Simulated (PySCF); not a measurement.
Numbering as in the mapped SMILES `[CH3:1][CH2:2][NH:3][SiH3:4]`. Each H is labelled by its parent atom.

Geometry: PBE0-D3(BJ)/def2-SVP; GIAO absolute shieldings from PySCF 2.14, gas phase, non-relativistic, averaged over equivalent atoms.

At PBE0/pcSseg-1 (120 basis functions, 9.1 s wall time on 1 thread of an Arm Neoverse V1, shared host):
```
 atoms  σ (ppm)
    C2    142.5
    C1    162.8
    N3    240.6
   Si4    406.7
H(Si4)    26.66
 H(C2)    28.56
 H(C1)    30.17
 H(N3)    31.91
```

Question: Estimate the result of repeating the calculation with KT2/pcSseg-2.

Answer: 
| atoms | σ at KT2/pcSseg-2 | change |
| --- | --- | --- |
| C2 | 136.1 | -6.4 |
| C1 | 160.0 | -2.8 |
| N3 | 227.2 | -13.4 |
| Si4 | 407.8 | +1.1 |
| H(Si4) | 26.32 | -0.34 |
| H(C2) | 28.19 | -0.37 |
| H(C1) | 30.12 | -0.05 |
| H(N3) | 31.49 | -0.42 |

The largest change is at N3 (nitrogen bonded to C, Si, H). Cost: 277 basis functions, 43 s wall time on 1 thread of an Arm Neoverse V1, shared host.
